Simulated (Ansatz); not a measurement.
Reactions of C₂H₅BClFSi, SMILES `FC1([SiH2]Cl)BC1`.

Gas-phase electronic energies from Ansatz, PBE0-D4/def2-TZVP geometries. CBS: MP2 limit from def2 TZ/QZ plus the TZ coupled-cluster correction, frozen cores. This one scheme is used for every species, atoms too. No spin–orbit coupling; open shells (•) take unrestricted orbitals. Spin–orbit coupling would lower the free atoms: a little for B, C, Cl, F, Si. One conformer a species, not always the lowest.

Q: Order these by ΔE at CCSD(T)/CBS, lowest first. (Best estimate.)
A. `FC1([SiH2]Cl)BC1` + H₂O → `OC1(F)BC1` + `[SiH3]Cl`
B. `FC1([SiH2]Cl)BC1` → B• + 2 C• + Cl• + F• + 5 H• + Si•
C. `FC1([SiH2]Cl)BC1` + H₂S → `FC1([SiH2]S)BC1` + HCl
D. `FC1([SiH2]Cl)BC1` → `FC1([SiH3])CB1Cl`
E. `FC1([SiH2]Cl)BC1` → `F[C@@H]1B[Si@H](Cl)C1`
F. `FC1([SiH2]Cl)BC1` + `[SiH3]S` → `FC1([SiH2]S)BC1` + `[SiH3]Cl`

A: E (-45.6 kJ/mol), F (+1.6 kJ/mol), D (+15.8 kJ/mol), C (+39.7 kJ/mol), A (+68.2 kJ/mol), B (+3989.4 kJ/mol).

Largest T1 diagnostic: 0.014, for B•.
